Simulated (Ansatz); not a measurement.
`O=C=N[Si](Cl)(Cl)N=C=O`. The species carries charge 0 and has multiplicity 1. The geometry is a stationary point of PBE0-D4/def2-TZVP. It is one conformer, not always the lowest.

```xyz
9

O    -0.844    0.855   -3.582
C    -0.580    0.559   -2.494
N    -0.294    0.198   -1.386
Si   -0.092    0.458    0.262
Cl    1.276    1.920    0.574
Cl   -1.853    1.010    1.100
N     0.441   -0.986    0.939
C     0.797   -1.660    1.865
O     1.148   -2.354    2.723
```

Task: What is the dipole moment at r2SCAN/def2-TZVPP? (Best estimate.)

Result: The calculation gave: 0.21 D, with components (-0.04, 0.18, 0.11) D in this frame, pointing from negative to positive charge.

Task: And with PBE, B3LYP, ωB97M-V? (Best estimate.)

Result: The calculation gave: PBE 0.24 D, B3LYP 0.29 D, ωB97M-V 0.28 D.

Task: Give the Mulliken charges with r2SCAN, B3LYP, ωB97M-V in def2-TZVPP. (Best estimate.)

Result: Computed: 
```tsv
atom	r2SCAN	B3LYP	ωB97M-V
O1	-0.19	-0.17	-0.20
C2	0.31	0.26	0.33
N3	-0.27	-0.23	-0.28
Si4	0.70	0.65	0.59
Cl5	-0.19	-0.19	-0.15
Cl6	-0.19	-0.19	-0.15
N7	-0.27	-0.23	-0.28
C8	0.31	0.26	0.33
O9	-0.19	-0.17	-0.20
```

B3LYP here is the variant with VWN-RPA as its local correlation; programs differ in this.
